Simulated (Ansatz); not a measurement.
Ansatz (an electronic-structure program) input (SVWN5/def2-TZVPD):

Ansatz 0.2 input:
```yaml
crystal:
  periodic: [false, false, false]
  atoms:
    - {symbol: Sn, position_ang: [0.01114602, -0.00128202, 0.95658782]}
    - {symbol: Br, position_ang: [0.97803194, 1.68007376, -0.69251525]}
    - {symbol: Br, position_ang: [-0.99395483, -1.67824230, -0.67403877]}
basis:
  gaussian:
    orbitals: def2-TZVPD
hamiltonian:
  xc: {name: SVWN5}
total_charge: 1
magnetization: {spin_polarized: true, initial_magnetization: 1}
```

Output:

```
Functional definition: SVWN5
integrals: 0.12 GiB planned
1244 factors; their error is unknown
mean field: 0.82 GiB planned
mean field evaluation 1: about -145710.7904 eV, gradient 2.8e1 eV
mean field evaluation 2: about -145660.1170 eV, gradient 9.1e1 eV
mean field evaluation 4: about -145714.6742 eV, gradient 1.3e1 eV
mean field evaluation 8: about -145716.1261 eV, gradient 9.4e-1 eV
mean field evaluation 16: about -145716.1225 eV, gradient 4.1e-3 eV
mean field evaluation 32: about -145714.9800 eV, gradient 4.4e0 eV
mean field evaluation 64: about -145715.9574 eV, gradient 1.7e0 eV
mean field evaluation 96: about -145715.7832 eV, gradient 4.4e0 eV
mean field -145716.12250901 eV, -5354.9687322709 hartree, gradient 1.6e-5 eV, S^2 0.751392; 16 other end points of the search recorded, 0 dependent functions left out
reference -145716.12255257 eV, -5354.9687338716 hartree; 46, 45 occupied and 124, 125 virtual orbitals, 1244 factors
Total energy: -145716.12255257 eV, -5354.9687338716 hartree
```

This state (charge 1, doublet) is run at the relaxed geometry of the species with charge 0 and multiplicity 1.
